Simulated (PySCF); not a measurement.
Si(Cl)(Br)(vinyl)(NH2) (C2H5BrClNSi), SMILES C=C[Si](Cl)(N)Br.

Coordinates come from a B3LYP-D3(BJ)/def2-SVP optimisation. Other conformers were not sampled.

Level of theory: TDDFT-PBE0/def2-SVPD (PySCF 2.14.0).

Vertical excitations. 

```csv
state,energy (eV),λ (nm),f,main pairs
S1,5.87,211,0.006,"HOMO→LUMO 82 %, HOMO−1→LUMO 16 %"
S2,6.15,202,0.061,"HOMO−1→LUMO 46 %, HOMO−3→LUMO 37 %, HOMO→LUMO 9 %"
S3,6.32,196,0.006,HOMO−2→LUMO 93 %
S4,6.60,188,0.071,"HOMO−4→LUMO 54 %, HOMO−1→LUMO 17 %, HOMO−3→LUMO 16 %"
S5,6.91,179,0.003,HOMO→LUMO+1 81 %
S6,7.05,176,0.201,"HOMO−3→LUMO 32 %, HOMO−4→LUMO 26 %, HOMO−1→LUMO+1 19 %, HOMO−1→LUMO 9 %"
S7,7.13,174,0.036,"HOMO−1→LUMO+1 53 %, HOMO→LUMO+2 11 %"
S8,7.21,172,0.018,"HOMO→LUMO+2 43 %, HOMO−2→LUMO+1 19 %, HOMO−1→LUMO+2 15 %, HOMO−1→LUMO+1 8 %"
S9,7.30,170,0.010,"HOMO−5→LUMO 70 %, HOMO→LUMO+2 15 %"
S10,7.39,168,0.042,"HOMO−2→LUMO+1 55 %, HOMO−5→LUMO 15 %, HOMO→LUMO+2 9 %"
T1,4.08,304,0,"HOMO−1→LUMO 52 %, HOMO−3→LUMO 24 %, HOMO→LUMO 12 %"
T2,5.72,217,0,"HOMO−3→LUMO 34 %, HOMO−1→LUMO 25 %, HOMO→LUMO 15 %, HOMO−4→LUMO 10 %"
T3,5.79,214,0,"HOMO→LUMO 68 %, HOMO−3→LUMO 20 %"
T4,6.11,203,0,HOMO−2→LUMO 74 %
```
Triplets are in the Tamm–Dancoff approximation, which puts them higher than full response would, so one can lie above its singlet here.
